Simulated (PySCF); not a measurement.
A geometry optimisation on W(CH)F3 (`[CH]#[W]([F])([F])[F]`).

Method: PBE0-D3(BJ)/def2-SVP geometry optimisation, gas phase, def2 core potentials past Kr (PySCF 2.14.0). Start geometry: GFN2-xTB. A driver script takes a list of jobs; this job's settings line and coordinates (Å) are shown.

Input:
```
{"job": {"xc": "PBE0", "basis": "def2-SVP", "d3": "d3bj", "grid": 1, "maxiter": 40, "kind": "geom"}, "charge": 0, "multiplicity": 1}
W      0.416520     0.004640    -0.261690
C     -0.241940    -0.028050     1.575360
H     -0.276120    -0.048010     2.661350
F      1.410120     0.032260    -1.770030
F     -0.654530     1.335950    -1.079000
F     -0.654050    -1.296790    -1.125990
```

Output:
```
step   0  E = -404.68891542  max force = 0.164694
step   1  E = -404.73501651  max force = 0.088875
step   2  E = -404.76898500  max force = 0.068266
step   3  E = -404.80253660  max force = 0.038149
step   4  E = -404.81362300  max force = 0.043880
step   5  E = -404.80062354  max force = 0.051163
step   6  E = -404.81471995  max force = 0.038699
step   7  E = -404.81878612  max force = 0.033752
step   8  E = -404.81973296  max force = 0.019701
step   9  E = -404.82116434  max force = 0.005969
step  10  E = -404.82086339  max force = 0.008810
step  11  E = -404.82130412  max force = 0.002632
step  12  E = -404.82136826  max force = 0.001286
step  13  E = -404.82137357  max force = 0.000431
optimisation converged
```

Energies in Eh; «max force» is the largest Cartesian gradient component in Eh/bohr.

Question: At which steps does the energy rise by more than 1e-5 Eh?

Answer: At steps 5 (+13.00 mEh) and 10 (+0.30 mEh).

Question: How much energy does the optimisation release, in kcal/mol?

Answer: E(step 0) − E(last step) = 0.132458 Eh, which is 83.1 kcal/mol.

In short: final energy -404.82137 Eh after 13 steps; dipole 0.07 D.

Question: Where do the atoms end?

Answer: 0.539 Å rms from the input after alignment:
```
atom  x, y, z in Å
W1    -0.0033    0.0112   -0.5378
C2     0.0047   -0.0232    1.1935
H3     0.0132   -0.0433    2.2854
F4     1.8073    0.0249   -0.9922
F5    -0.9201    1.5871   -0.9419
F6    -0.9018   -1.5568   -1.0070
```

Question: How long does this job take on an x86-64 server with one thread (shared host)?

Answer: About 55 s.
Labels such as C1 count atoms from 1, the log's own numbers from 0.
